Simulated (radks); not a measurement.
The numbers below are computed, except where a source is named.
Question: Ionisation of neutral cobalt, [Ar] 3d7 4s2, to [Ar] 3d8 as the strength of local exchange is varied. Code: a radial shooting solver on a logarithmic mesh with Libxc functionals. Model: non-relativistic Kohn-Sham, Slater X-alpha exchange (alpha = 2/3 is LDA exchange), no correlation, spin-polarised, spherical densities, point nucleus; open shells are filled with parallel spins first.

alpha  E(Co) (hartree)  exchange (hartree)  IE (eV)  -e of the level emptied (eV)  <r> of it (bohr)
0.637      -1375.45099           -51.69238    6.979                    4.088 (4s)             3.102
0.667      -1377.88772           -54.22646    6.949                    4.252 (4s)             3.079
0.694      -1380.08461           -56.51467    6.917                    4.401 (4s)             3.059
0.761      -1385.55177           -62.22362    6.813                    4.782 (4s)             3.009
?          -1383.50918           -60.08829    6.856                    4.638 (4s)             3.027

Which alpha was used in the last row?

Answer: alpha = 0.736. NIST Atomic Spectra Database: 7.881 eV (measured). The central value is not met in this range of alpha. Open shells are spherical and high-spin; term and fine-structure splittings are not resolved.
